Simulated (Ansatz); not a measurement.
## Worked example: C3H9As + Si(CH3)(NH2)2(SiH3) → C2H9AsSi + Si(CH3)2(NH2)2

Gas-phase species: C3H9As `CC[AsH]C`, singlet; Si(CH3)(NH2)2(SiH3), singlet; C2H9AsSi `CC[AsH][SiH3]`, singlet; Si(CH3)2(NH2)2, singlet. The partners trade CH3 for SiH3: As–CH3 and Si–SiH3 bonds give way to As–SiH3 and Si–CH3.

Shapes, held fixed at every level: PBE0-D4/def2-TZVP. Flexible molecules stand in one conformer, not always the lowest. Programs: Ansatz 0.2.0. Electronic energies: no zero-point or thermal term.

At CCSD(T)/def2-TZVPP; 1 Eh = 2625.50 kJ/mol:

| species | energy (Eh) |
| --- | --- |
| C3H9As | -2353.975172 |
| Si(CH3)(NH2)2(SiH3) | -731.574144 |
| C2H9AsSi | -2604.993674 |
| Si(CH3)2(NH2)2 | -480.580075 |

Problem. Work out ΔE of the reaction at this level.

Solution. 
1. Products less reactants: (-2604.993674) + (-480.580075) − [(-2353.975172) + (-731.574144)] = -0.024433 Eh = -64.1 kJ/mol.

Other levels give -69.6 (MP2/def2-TZVPP) to -59.3 kJ/mol (PBE-D4/def2-TZVPP). No measured value is set beside it here. Relativity is left out for As. Outer-core shells of As are correlated, in sets that cover them unevenly.
